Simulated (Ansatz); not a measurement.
Ansatz (a quantum-chemistry and plane-wave program) input:
A basis named .json is the Basis Set Exchange file of that set.

Ansatz 0.2 input:
```yaml
crystal:
  periodic: [false, false, false]
  atoms:
    - {symbol: Mo, position_ang: [-0.00000000, -0.00000000, -0.64926302]}
    - {symbol: O, position_ang: [0.00000000, 0.00000000, 2.44602981]}
    - {symbol: C, position_ang: [0.00000000, 0.00000000, 1.28346807]}
basis:
  gaussian:
    orbitals: def2-QZVPPD.json
hamiltonian:
  xc: hf
magnetization: {spin_polarized: true, initial_magnetization: 4}
```

Q: Which total energy does the run end on?

A: -180.30053 Eh (HF/def2-QZVPPD). The basis has 210 functions.

The spin state was set by rule; other spins were not relaxed.

The determinant is spin-contaminated: <S^2> is 6.64 against 6.00 for a pure state.
